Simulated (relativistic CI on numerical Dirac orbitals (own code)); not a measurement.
**Re⁵⁺: sensitivity of the levels to the model**

Base calculation: Dirac-Coulomb-Breit CI, orbitals from a KLI potential per configuration, model QED, valence Slater integrals scaled by 0.85, P86 correlation energy added to each configuration.

Configurations in the expansion (outside the closed core [Kr] 4d10 4f14 5s2): 5p6.5d2, 5p6.5d.6s, 5p6.5d.5f, 5p6.5d.6p, 5p6.6s2, 5p6.5d.5g, 5p5.5d3, 5p6.5f2, 5p6.6s.6p, 5p6.5d.6d, 5p6.5d.7s, 5p6.5d.7p, 5p6.6p2, 5p6.5d.6f, 5p6.5g2. Double excitations out of closed p, d and f shells are left out; levels of such configurations are missing from the list, as are those of other unlisted configurations, and high levels can miss mixing partners.

Variants: (1) valence Slater integrals scaled by 0.75; (2) no correlation estimate; (3) configuration mixing switched off; (4) non-relativistic limit. Shifts of the energy above 5p6.5d2 3F_2, in cm⁻¹, for the lowest level and the first level of each name with at least 55 % of one term (blank where a level changes its place among those of its configuration and J or its character, or is not in the variant):

```csv
Level,Base,Δ(1),Δ(2),Δ(3),Δ(4)
5p6.5d2 3F_2,0.0,0.0,0.0,0.0,0.0
5p6.5d2 3F_3,7515.4,+105.7,+2.3,-63.9,-7515.4
5p6.5d2 3F_4,13732.1,-117.8,+2.0,-53.1,-13732.1
5p6.5d2 3P_0,14166.2,-1400.1,-5.0,+321.3,-3044.8
5p6.5d2 3P_1,18524.6,-1157.2,-1.9,+189.0,-7403.1
5p6.5d2 1G_4,25844.9,-1460.5,+1.4,-34.2,-10435.0
5p6.5d2 3P_2,26497.2,-1007.5,-17.9,+489.4,-15375.8
5p6.5d2 1S_0,48201.2,-3767.6,-45.3,+1849.6,-11039.3
5p6.5d.6s 3D_1,97976.9,-543.4,-4580.6,-157.9,+37676.9
5p6.5d.6s 3D_2,99907.0,-680.3,-4575.7,-160.0,+35746.9
5p6.5d.6s 3D_3,107765.6,-517.3,-4580.5,-165.2,+27888.3
5p6.5d.6s 1D_2,113966.9,-1355.8,-4561.1,-127.3,+27294.0
5p6.5d.6p 3F°_2,166685.8,-299.6,-5500.4,+37.3,
5p6.5d.6p 3D°_1,170311.7,-559.3,-5507.1,+1206.5,+25392.5
```

At this charge configurations can still be misplaced by up to about 7 % of their energy. Levels and lines within the n = 5 or 6 shells can be off by up to 10 % or somewhat more, and those that change n by about 2 %, since core polarisation is missing. Levels that differ in their count of f electrons can be misplaced by several ten thousand cm⁻¹, since the correlation energy of f electrons is missing or only estimated; rates across such gaps can be off by orders of magnitude.

Ionisation energy from the two ground configurations alone: base 68.28 eV; valence Slater integrals scaled by 0.75 68.19 eV; no correlation estimate 67 eV. The NIST ASD value (theoretical) is 67 eV.

LS names give the leading component of a level, which can be under half, so a name can repeat, a term be missing and a line seem to break the LS rules.
